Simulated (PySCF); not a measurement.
**Circular dichroism: SMILES C=C(F)/C(F)=C/C(F)(F)F, C₅H₃F₅**

Geometry:
```csv
atom,x (Å),y (Å),z (Å)
C1,2.427,0.641,-0.977
C2,1.507,-0.167,-0.451
F3,1.762,-1.449,-0.198
C4,0.145,0.230,-0.094
F5,-0.115,1.504,-0.342
C6,-0.769,-0.594,0.427
C7,-2.169,-0.203,0.767
F8,-2.673,-1.052,1.667
F9,-2.251,1.026,1.278
F10,-2.969,-0.241,-0.305
H11,2.181,1.683,-1.171
H12,3.421,0.262,-1.215
H13,-0.497,-1.637,0.588
```

Computed with PySCF, TDDFT CAM-B3LYP/aug-cc-pVDZ circular dichroism and optical rotation, one conformer, gas phase. Geometry: PBE0-D3(BJ)/def2-SVP.

No stereocentre is labelled: unless the shape is locked (an allene, a helicene, a hindered biaryl), the mirror image is equally populated and a measured rotation or CD is zero.

(1) List the lowest 12 singlet excitations with oscillator and rotatory strengths.

Results:

(1) Rotatory strengths R in 10⁻⁴⁰ esu² cm², velocity form and length form (origin at the centre of mass); f in length form.
```
state  E (eV)  λ (nm)       f  R (velocity)  R (length)                                main
    1    5.71     217   0.694          +1.8        +1.9                      HOMO→LUMO 0.98
    2    6.75     184   0.003          +0.2        +0.1                    HOMO→LUMO+1 0.86
    3    6.95     178   0.012          +0.4        +0.4                    HOMO−1→LUMO 0.96
    4    7.48     166   0.040          -1.2        -1.2                    HOMO→LUMO+2 0.74
    5    7.61     163   0.001          -0.2        -0.2  HOMO→LUMO+3 0.45, HOMO→LUMO+8 0.24
    6    7.65     162  0.0008          +0.2        +0.2  HOMO−2→LUMO 0.86, HOMO−3→LUMO 0.09
    7    7.85     158   0.005          -0.6        -0.7  HOMO→LUMO+3 0.39, HOMO→LUMO+8 0.19
    8    8.18     152   0.007          -0.5        -0.5  HOMO→LUMO+6 0.73, HOMO→LUMO+7 0.18
    9    8.37     148   0.007         -10.4       -10.7  HOMO→LUMO+5 0.58, HOMO→LUMO+7 0.10
   10    8.40     148   0.015         +12.0       +12.4  HOMO→LUMO+7 0.56, HOMO→LUMO+5 0.15
   11    8.47     146   0.001           0.0         0.0                    HOMO−3→LUMO 0.81
   12    8.60     144   0.019          -0.7        -0.7                  HOMO−1→LUMO+1 0.69
```

Among the states computed, the strongest CD band (largest |R|) is state 10. The largest dissymmetry factor in size, g = 4R/(D+G), with D and G the electric and magnetic dipole strengths, is -0.019 for state 9 (velocity form, f = 0.007), among bands with |R| over 0.5. The mirror image has the same energies and oscillator strengths and all R with the opposite sign.
